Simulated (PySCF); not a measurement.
Electron correlation in S (sulfur, neutral)

[Ne] 3s2 3p3 4s1, high-spin 5S determinant (an excited configuration). Calculation: PySCF 2.14, in dyall-acv3z (19s12p6d4f, 113 functions); the non-relativistic Hamiltonian (point nucleus). Frozen: [Ne]; 6 electrons correlated; the 31 highest virtual orbitals of each spin left out.

| level | correlation energy (mhartree) |
| --- | --- |
| CCSD | -123.43 |
| (T) | -5.02 |
| CCSD(T) | -128.45 |

Diagnostics: T1 = 0.010, D1 = 0.0348, largest double amplitude 0.044.

Is a single reference adequate?

Yes: T1 lies below 0.03 and no double amplitude reaches 0.07.
